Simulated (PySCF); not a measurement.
Isomers of C5H10ClFO, one GFN2-xTB conformer each. Single-point energies are computed at PBE0/pcSseg-1 (PySCF, gas phase, no added dispersion term), electronic only.

Task: Rank them by PBE0/pcSseg-1 energy, lowest first (kJ/mol).
A. `[CH3:1][CH2:2][O:3][CH2:4][C@@H:5]([F:6])[CH2:7][Cl:8]` with C1–C2–O3–C4 180°, C2–O3–C4–C5 179°, O3–C4–C5–F6 -73°, C4–C5–C7–Cl8 70°
B. `[CH3:1][O:2][CH2:3][C@@H:4]([CH3:5])[C@H:6]([F:7])[Cl:8]` with C1–O2–C3–C4 180°, O2–C3–C4–C5 174°, C3–C4–C6–F7 -67°

Result: B (0.0), A (1.6).

Neighbours under 10 kJ/mol apart (COC[C@@H](C)[C@H](F)Cl and CCOC[C@@H](F)CCl) can change places with a better method, another conformer or zero-point energy. GFN2-xTB itself gives, in the same order: 0.0, 10.6. Both levels put the same isomer lowest.

Task: Which frontier levels, dipoles and rotational constants go with these structures?

Result: 
```csv
SMILES,"HOMO (eV, PBE0/pcSseg-1)",LUMO (eV),dipole (D),"A, B, C (MHz)"
COC[C@@H](C)[C@H](F)Cl,-7.72,0.93,3.08,"2821, 883.7, 813.7"
CCOC[C@@H](F)CCl,-7.70,0.88,1.64,"2071, 940.7, 731.5"
```

Task: As an exercise, what shares would exp(−E/RT) give at 1000 K from these electronic energies alone (no entropy, no degeneracies)?

Result: RT = 8.314 kJ/mol: COC[C@@H](C)[C@H](F)Cl 54.7 %, CCOC[C@@H](F)CCl 45.3 %.
